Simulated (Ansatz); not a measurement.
This geometry of BrH + F6Mo (9 atoms, charge 0, multiplicity 1) is a first-order saddle point.

Level of theory: RKS PBE/def2-SVP in Ansatz.

```xyz
9
Properties=species:S:1:pos:R:3
Mo 0.328 0.110 -0.306
F -0.568 0.721 2.594
F 1.776 -0.162 -1.429
F -0.204 1.875 -0.306
F -1.348 -0.335 0.302
F 0.752 -1.516 0.451
F -0.492 -0.021 -1.964
Br 2.132 1.052 1.201
H 0.299 1.064 2.731
```

Question: Which two structures does it join? (They come from a converged band through this point; their orientation in space is the band's.)

Answer: Bonds broken: Mo1–F2, Br8–H9. Bonds formed: Mo1–Br8, F2–H9. BrH + F6Mo becomes BrF5Mo + FH.

First end point:

```xyz
9
Properties=species:S:1:pos:R:3
Mo -0.184 -0.184 -0.240
F 0.068 0.084 1.578
F 1.640 -0.192 -0.484
F -0.218 1.638 -0.496
F -2.008 -0.180 0.023
F -0.154 -2.006 0.035
F -0.437 -0.452 -2.043
Br 2.472 2.536 2.274
H 1.496 1.543 2.627
```

Last end point:

```xyz
9
Properties=species:S:1:pos:R:3
Mo 0.478 0.143 -0.423
F -0.089 0.902 3.302
F 1.750 -0.115 -1.733
F 0.098 1.824 -1.089
F -0.906 0.356 0.834
F 0.760 -1.567 0.215
F -0.801 -0.548 -1.577
Br 2.080 1.061 1.142
H -0.694 0.733 2.602
```

Question: How far does it lie above each of them?

Answer: 0.88 eV above the first and 0.44 eV above the second. This is the barrier of this one path; another mechanism may lie lower. The orbitals stay closed-shell, which can raise the energy where a bond breaks towards radicals; this wasn't checked here.

The run took 5.3 min on 4 threads of Arm Neoverse V2, with other jobs on the host, peak memory 0.27 GiB.
